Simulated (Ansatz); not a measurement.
Ansatz (a first-principles code) input (B2PLYP/def2-TZVPD):

Ansatz 0.2 input:
```yaml
crystal:
  periodic: [false, false, false]
  atoms:
    - {symbol: K, position_ang: [-0.00000000, -0.00000000, -1.56987413]}
    - {symbol: Cl, position_ang: [0.00000000, 0.00000000, 1.75456520]}
basis:
  gaussian:
    orbitals: def2-TZVPD
hamiltonian:
  xc: {name: B2PLYP}
total_charge: 1
magnetization: {spin_polarized: true, initial_magnetization: 1}
correlation: {electrons: outside_noble_gas}
```

Output:

```
Functional definition: B2PLYP
integrals: 0.04 GiB planned
605 factors; integrals over basis functions are off by at most 5.1e-4 eV
mean field: 0.32 GiB planned
mean field evaluation 1: about -28829.5445 eV, gradient 2.0e1 eV
mean field evaluation 2: about -28829.5745 eV, gradient 2.0e1 eV
mean field evaluation 4: about -28831.2708 eV, gradient 6.6e-1 eV
mean field evaluation 8: about -28831.2823 eV, gradient 3.6e-2 eV
mean field evaluation 16: about -28831.2824 eV, gradient 3.4e-5 eV
mean field evaluation 32: about -28831.2552 eV, gradient 1.9e0 eV
mean field -28831.28237395 eV, -1059.5300846975 hartree, gradient 1.3e-6 eV, S^2 0.755476; 2 other end points of the search recorded, 0 dependent functions left out
14 core orbitals not correlated, not the lowest: weight in the atoms' cores, before any rotation towards them, 0.736 or more for the frozen orbitals, at most 0.263 for the correlated occupied ones
reference -28831.28251913 eV, -1059.5300900327 hartree; 4, 3 occupied and 64, 65 virtual orbitals, 605 factors
second order -5.19897933 eV of doubles, -0.00000000 eV of singles
Total energy: -28832.68624355 eV, -1059.5816759536 hartree
```
